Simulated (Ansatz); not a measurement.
Program: Ansatz. Geometries: PBE0-D4/def2-TZVP. ΔE: electronic, gas phase. CCSD(T)/CBS is the MP2 limit (def2-TZVPP, def2-QZVPP) plus CCSD(T) − MP2 in def2-TZVPP, frozen cores. Functionals use def2-TZVPP. def2 core potentials past Kr. For Sn outer-core shells are correlated without core-valence functions, which leaves a few kJ/mol of doubt a bond. One conformer a species, not always the lowest.

Reaction (substitution at a C–C bond): `CC[Si]N` + `[OH][SnH3]` → `C[O][SnH3]` + `C[Si]N`

(1) Is it downhill or uphill in electronic energy at CCSD(T)/CBS, and by how much? (Estimate.)

(2) What do these levels give: B97M-V, r2SCANh-D4, r2SCAN0-D4, PBE-QIDH, PBE0, r2SCANh, CAM-B3LYP, RPA@PBE/def2-TZVPP, HF/def2-SVP, MP2/def2-SVP, CCSD(T)/def2-SVP, SCS-MP2/def2-TZVPP? (An estimate is asked.)

Largest T1 diagnostic among the species: 0.014.

Results:

(1) Computed: Uphill: ΔE = +47.6 kJ/mol.

(2) Computed: B97M-V 42.3, r2SCANh-D4 45.2, r2SCAN0-D4 46.4, PBE-QIDH 48.7, PBE0 45.4, r2SCANh 44.7, CAM-B3LYP 40.1, RPA@PBE/def2-TZVPP 41.7, HF/def2-SVP 27.8, MP2/def2-SVP 44.7, CCSD(T)/def2-SVP 39.0, SCS-MP2/def2-TZVPP 46.2 kJ/mol.

In def2-TZVPP, CCSD(T) changes the Hartree–Fock value by +11.7 kJ/mol (the triples alone add +0.9 kJ/mol) and MP2 by +16.6 kJ/mol. At CCSD(T), def2-SVP lies −8.6 kJ/mol from the extrapolated value and def2-TZVPP −1.4 kJ/mol.
